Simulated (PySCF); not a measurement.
Computed IR spectrum (relative IR intensity) of a molecule C3H6BFO. The structure is a stationary point at B3LYP-D3(BJ)/def2-SVP. One conformer was computed; it need not be the lowest. Level of theory: B3LYP-D3(BJ)/def2-SVP run with PySCF. Frequencies are harmonic and unscaled.

```
ν (cm⁻¹)  relative intensity
--------  ------------------
53                       7.3
157                      5.4
161                      2.6
593                      8.8
655                      2.2
834                      5.4
954                       16
968                       12
971                       65
1066                      32
1097                      73
1184                      69
1238                     2.5
1265                     100
1345                      30
1407                      24
1434                      59
1446                      46
1503                      18
3001                      20
3041                      22
3053                      54
3081                     2.7
3116                      17
3139                      10
```

Q: Which molecule gave these data?
A. OB(F)C1CC1
B. O[C@H]1CCB1F
C. FCB1CCO1
D. CB(C=O)CF

A: C, FCB1CCO1
